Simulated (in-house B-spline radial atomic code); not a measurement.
Settings and results of a run for the niobium ion Nb⁺. Computed with a B-spline radial code for spherical atoms: Dirac-Hartree-Fock, average of configuration, Fermi nucleus of rms radius 4.324 fm, inside a hard spherical wall at 7.23 bohr.

Command:
```bash
python run_scf.py task.json out
```
Settings (nuclear radius in fm, mass in u):
```
Z                41
configuration    [Ar] 3d10 4s2 4p5 4d5
hamiltonian      dirac
method           hf
spin_polarised   False
nucleus          fermi
rms_radius       4.324
atomic_mass      92.90637
speed_of_light   137.035999084
wall_radius      7.23
```

Output (hartree, bohr):
```
 radial grid: 64 intervals, B-splines of order 8, outer radius 7.23 bohr

 iter        energy (Eh)    residual
    1       -3813.055477    5.24e-01
    2       -3815.277100    1.63e-01
    3       -3816.602289    3.58e-02
    4       -3816.682884    5.74e-03
    5       -3816.685874    5.56e-03
    6       -3816.687131    8.83e-04
    7       -3816.687139    8.54e-05
    8       -3816.687139    5.86e-05
    9       -3816.687139    3.70e-06
   10       -3816.687139    1.81e-07

 total energy                     -3816.68714
 kinetic                            3951.7770
 electron-nucleus                  -9207.9965
 electron-electron                  1439.5323

 first-order corrections (not in the total)
   Gaunt                             2.4757
   retardation                      -0.2441
   frequency dependence             -0.0148
   self-energy                       1.6632
   Uehling                          -0.1871
   Wichmann-Kroll                    0.0027

 orbital      occ     eigenvalue          <r>       <r^2>       <1/r>     <1/r^2>     <1/r^3>       r_max    small
 1s1/2      2.000      -702.3164    0.0360816  0.00175629     42.4024     3786.83           -     0.02349  2.23e-02
 2s1/2      2.000      -101.2388     0.157361   0.0292609     9.65261     412.764           -       0.133  4.58e-03
 2p1/2      2.000       -92.6067     0.134682   0.0222689     9.59166     133.002           -       0.104  4.55e-03
 2p3/2      4.000       -89.0628     0.139106     0.02363     9.16031     114.402      2204.7      0.1077  4.41e-03
 3s1/2      2.000       -18.3588     0.440128    0.221891     3.29247     74.2009           -      0.3944  1.21e-03
 3p1/2      2.000       -15.0500     0.436965    0.222337     3.17909     23.5893           -      0.3831  1.15e-03
 3p3/2      4.000       -14.4536     0.446914    0.232383      3.0786     20.4428     363.587       0.392  1.11e-03
 3d3/2      4.000        -8.6511     0.429255    0.221556     2.87333     10.5374     51.9339       0.334  9.93e-04
 3d5/2      6.000        -8.5413     0.432668    0.224945      2.8468     10.3097     49.6751      0.3367  9.82e-04
 4s1/2      2.000        -2.9393      1.16366     1.53357     1.15678     11.5122           -       1.032  2.47e-04
 4p1/2      1.667        -1.9744      1.27991     1.87657     1.04233     3.42114           -       1.105  2.08e-04
 4p3/2      3.333        -1.8918      1.30796     1.95986     1.01559     2.99225     46.6709       1.129  2.01e-04
 4d3/2      2.000        -0.5278      1.94641     4.56255    0.681157    0.886575     3.16449       1.461  9.71e-05
 4d5/2      3.000        -0.5214      1.96555     4.65122    0.673932    0.863626     2.99776       1.475  9.53e-05
```

Run time, properties included: 1.5 s on 1 thread of Arm Neoverse N1 (shared host).

For the Dirac Hamiltonian the kinetic term is c α·p + (β - 1)c².
